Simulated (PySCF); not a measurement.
**Spin states and ions at one geometry of [La3]+**

PySCF 2.14.0, UKS PBE0, La def2-SVP with ECP46; non-relativistic Hamiltonian with scalar-relativistic core potentials where named; density fitting; no spin-orbit coupling; singlets restricted, open shells unrestricted. The geometry is relaxed for charge +1, triplet, vacuum:

```xyz
3

La    1.8899    0.0000    0.0000
La   -0.9449    1.6367    0.0000
La   -0.9449   -1.6366    0.0000
```

Energies count from the relaxed state; an electron taken off or put on is at rest in vacuum. Charges and spins are Mulliken's.

```
                     state  energy (eV)  spin squared  charge on La1 (e)  spin on La1 (e)  dipole about the centre of mass (D)
charge +1, triplet, vacuum         0.00          2.18               0.33             0.67                                 0.00
charge +1, singlet, vacuum         1.41          0.00               0.33             0.00                                 0.00
charge +1, quintet, vacuum         0.17          6.24               0.31             0.98                                 0.09
charge +2, doublet, vacuum         9.00          2.29               0.67             0.33                                 0.00
 charge 0, doublet, vacuum        -4.09          1.29              -0.06             0.01                                 1.46
 charge 0, quartet, vacuum        -4.20          3.76               0.00             1.00                                 0.00
```

Question: What does the state charge +2, quartet, vacuum give?

Answer: energy (eV) 8.57, spin squared 3.84, charge on La1 (e) 0.67, spin on La1 (e) 1.00, dipole about the centre of mass (D) 0.00.

With an electron taken off (quartet, the lower of the two states computed) the charges change, summed by element, by La +1.00 e. The vertical ionisation energy is 8.57 eV, against −ε(HOMO) = 7.23 eV over both spins of the relaxed state. The level lies 1.3 eV too high, as is usual for semilocal functionals and global hybrids, which keep a self-interaction error.

With an electron put on (quartet, the lower of the two states computed) the charges change, summed by element, by La -1.00 e. The vertical electron affinity is 4.20 eV, against −ε(LUMO) = 5.46 eV over both spins of the relaxed state.

Open shells may have lower solutions than those found. Spin squared well over S(S+1) tells of spin contamination.
